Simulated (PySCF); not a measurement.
Species: InH2(CN), CH2InN.
Geometry (PBE0-D3(BJ)/def2-SVP, Å), atoms numbered from 1 in this order:
```
atom  x, y, z in Å
In1    0.4123    0.6822   -0.0012
H2     2.1169    0.5240    0.0604
H3    -0.5913    2.0692   -0.0427
C4    -0.6435   -1.1882   -0.0317
N5    -1.2195   -2.1976   -0.0469
```

The calculation used PySCF 2.14.0, PBE0-D3(BJ)/def2-SVP geometry optimisation, gas phase, def2 core potentials past Kr.

Question: Which atoms are bound to In1, and at what distances?

Answer: 3 atoms: H3 1.712 Å, H2 1.713 Å, C4 2.148 Å. The nearest atom not counted as bound is N5, at 3.31 Å.

Question: List the angles at In1.

Answer: 
| angle | degrees | distance of the outer atoms (Å) |
| --- | --- | --- |
| H2–In1–H3 | 131.2 | 3.12 |
| H3–In1–C4 | 114.6 | 3.26 |
| H2–In1–C4 | 114.2 | 3.25 |

Question: What is the shape at In1?

Answer: Planar: angles 131.2°, 114.6° and 114.2°, sum 360.0°, 0.00 Å off the plane of its three neighbours.

Question: What are the other bond lengths?

Answer: C4–N5 1.162 Å.

Question: Give some angles away from the centre.

Answer: In1–C4–N5 179.7°.

Question: What are the rotational constants (commonest isotopes, rigid rotor)?

Answer: A = 103047, B = 2890, C = 2812 MHz: a near-prolate asymmetric top.

Point group: C2v (tolerance 0.08 Å). Charge 0, singlet. No frequency check.

On one thread of an Arm Neoverse V2, on a shared host, this took 12 s and 0.26 GiB of memory at its peak. This is the geometry optimisation.
